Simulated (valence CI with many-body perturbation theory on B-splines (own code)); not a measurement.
**Nd⁴⁴⁺: key properties**

Method: configuration interaction combined with many-body perturbation theory (CI+MBPT): six valence electrons over a frozen Dirac-Fock core [Ne], a basis of 9 s, 9 p, 8 d, 6 f, 3 g, 1 h functions for each j, with the one-electron correlation potential Σ1 (screened to all orders), the two-electron term Σ2, the three-electron term Σ3, Breit, model QED; selected single and double excitations, second order for the rest, scaled by the run's own slope (own B-spline code, finite nucleus).

No measured spectrum was set against this ion. As an estimate, large intervals hold to a few tenths of a per cent, small ones and those within an open d or f shell to about a per cent. Among the levels kept, up to 1100 cm⁻¹ of a level comes from second order outside the variational space, and about a tenth of that is noise between levels of different J, which matters for small intervals.

Levels are named by their leading jj configuration (3d3/2^4 stands for four electrons in 3d with j = 3/2), which in mixed levels can hold well under half, so a name can repeat and another be missing.

Rates and lifetimes use the calculated energies. Strong lines usually hold to 10 to 20 %, long lifetimes can be off by a factor of two.

**Question.** What is the ground level?

**Answer.** (3s^2 3p1/2^2 3p3/2^2) J=2, composition 70 % 3s2 3p4 3P + 29 % 3s2 3p4 1D, g = 1.345.

**Question.** Name the longest-lived excited levels whose lifetime is computed, and their main decay.

**Answer.** (3s^2 3p1/2^2 3p3/2^2) J=0 at 119.47 × 10³ cm⁻¹ lives 115 ms, mostly by E2 to (3s^2 3p1/2^2 3p3/2^2) J=2; (3s^2 3p1/2^2 3p3/2 3d5/2) J=4 at 1705.7 × 10³ cm⁻¹ lives 7.70 μs, mostly by M1 to (3s^2 3p1/2^2 3p3/2 3d3/2) J=3; (3s^2 3p1/2 3p3/2^2 3d3/2) J=4 at 2510.2 × 10³ cm⁻¹ lives 329 ns, mostly by M1 to (3s^2 3p1/2^2 3p3/2 3d3/2) J=3.

**Question.** Where does the other parity begin?

**Answer.** At (3s^2 3p1/2^2 3p3/2 3d3/2) J=2, 1439.2 × 10³ cm⁻¹.

**Question.** What is the ionisation energy?

**Answer.** 3569.1 eV; NIST lists 3567 ± 4 eV (theoretical).

**Question.** Among levels below 3071.8 × 10³ cm⁻¹, which E1 lines absorb most strongly from the ground level?

**Answer.** to (3s^2 3p1/2 3p3/2^2 3d3/2) J=3 at 3.716 nm, f = 0.238; to (3s^2 3p1/2 3p3/2^2 3d3/2) J=2 at 3.687 nm, f = 0.226; to (3s^2 3p1/2^2 3p3/2 3d5/2) J=3 at 5.381 nm, f = 0.116.
